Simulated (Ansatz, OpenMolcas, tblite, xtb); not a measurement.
# How methods differ on CH5AlOSi (SMILES [CH2]1O[SiH2][AlH]1)

The species is CH5AlOSi (9 atoms), meant as a singlet with charge 0. SMILES: `[CH2]1O[SiH2][AlH]1`. The coordinates come from a PBE0-D4/def2-TZVP relaxation.

```xyz
9

C    -0.3099    1.0225   -0.6535
O     0.6211   -0.0213   -1.0229
Si    0.7678   -1.2239    0.1358
Al   -0.8588    0.2793    1.1211
H    -1.0902    1.0976   -1.4201
H     0.2133    1.9860   -0.6430
H     2.1777   -1.3383    0.6150
H     0.4224   -2.5606   -0.4333
H    -1.8551    0.7124    2.2837
```

Each level gives the HOMO–LUMO gap (eV). The values are calculated.

| level | kind | program | value (eV) |
| --- | --- | --- | --- |
| GFN1-xTB | semi-empirical | xtb | 3.76 |
| IPEA1-xTB | semi-empirical | tblite | 3.62 |
| HF/def2-SVP | Hartree–Fock | Ansatz | 10.24 |
| SVWN5/def2-SVP | LDA | Ansatz | 3.08 |
| BLYP/def2-SVP | GGA | Ansatz | 3.19 |
| TPSS/def2-SVP | meta-GGA | OpenMolcas | 3.47 |
| M06-2X/def2-SVP | hybrid meta-GGA | OpenMolcas | 6.60 |
| r2SCAN0/def2-SVP | hybrid meta-GGA | Ansatz | 5.27 |
| HSE06/def2-SVP | range-separated hybrid | Ansatz | 4.24 |
| B2PLYP/def2-SVP | double hybrid | Ansatz | 6.96 |

The values span 3.08 to 10.24 eV. Orbital gaps aren't excitation energies, and those of double hybrids come from the SCF part alone; they tend to grow with the share of exact exchange.
